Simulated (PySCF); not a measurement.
# `InChI=1S/C5H9B2OP/c1-3-5-7(9)6-8-4-2/h4,6H,2,9H2,1H3`

Geometry:
```csv
atom,x (Å),y (Å),z (Å)
C1,3.950,-0.303,-0.895
C2,2.893,0.463,-1.103
O3,1.709,0.363,-0.449
B4,1.049,-0.764,-0.136
B5,-0.322,-0.728,0.807
P6,-0.246,-1.213,2.650
C7,-1.694,-0.482,0.266
C8,-2.803,-0.260,-0.165
C9,-4.123,0.001,-0.689
H10,3.924,-1.114,-0.188
H11,4.869,-0.135,-1.424
H12,2.907,1.296,-1.797
H13,1.468,-1.801,-0.554
H14,0.907,-0.529,3.008
H15,-1.106,-0.249,3.151
H16,-4.120,0.926,-1.266
H17,-4.420,-0.816,-1.348
H18,-4.850,0.086,0.119
```

Method: quadratic response B3LYP/def2-SVPD first hyperpolarisability, Taylor convention, gas phase in PySCF. Geometry: GFN2-xTB.

(1) Give the tensor of the static β(0;0,0) in the axes of these coordinates.

## Answers

(1) In au, Taylor convention; rows are the first index (the induced dipole):
```csv
,xx,yy,zz,xy,xz,yz
x,-165.9,-12.1,-34.5,+75.0,-173.1,-15.7
y,+75.0,+66.4,-10.4,-12.1,-15.7,-3.7
z,-173.1,-3.7,+122.2,-15.7,-34.5,-10.4
```
Norm of βᵢ = ⅓ Σⱼ (βᵢⱼⱼ + βⱼᵢⱼ + βⱼⱼᵢ): 255.5 au, hyper-Rayleigh value 142.0 au.
